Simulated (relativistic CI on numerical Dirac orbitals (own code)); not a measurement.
**Rh³⁺: L-alpha,beta X-ray emission**

Computed with this model: Dirac-Coulomb-Breit CI, separate exchange-only KLI orbitals for each configuration, model QED (radiative potential, 1s self-energy scaled to tabulated hydrogen-like ionisation energies), multiplet model of X-ray emission after core ionisation, unscaled Slater integrals; configurations [Kr] 4d6 → [He] 2s2 2p5 3s2 3p6 3d10 4s2 4p6 4d6 → [Ar] 3d9 4s2 4p6 4d6; 300 K; Lorentzian 1.4 eV and Gaussian 0.6 eV FWHM. Energies are those of the free ion, without screening or charge transfer. S is read from ⟨S²⟩ = S(S + 1).

free ion: ground-state S = 1.99, centroid 2744.81 eV. Peaks (eV, height): 2698.4 (100), 2830.4 (9), 2837.2 (36).

Strongest unbroadened transitions for free ion:

| Energy (eV) | Relative strength |
| --- | --- |
| 2696.72 | 6.9 |
| 2697.34 | 18.9 |
| 2697.74 | 21.5 |
| 2698.01 | 6.2 |
| 2698.27 | 19.7 |
| 2698.46 | 12.3 |
| 2698.50 | 100.0 |
| 2698.82 | 19.6 |
| 2698.93 | 27.8 |
| 2699.06 | 7.3 |
| 2699.26 | 8.6 |
| 2830.40 | 10.7 |
| 2835.91 | 6.6 |
| 2836.03 | 7.6 |
| 2836.39 | 6.9 |
| 2837.24 | 8.1 |
| 2837.63 | 10.6 |
| 2837.79 | 22.9 |
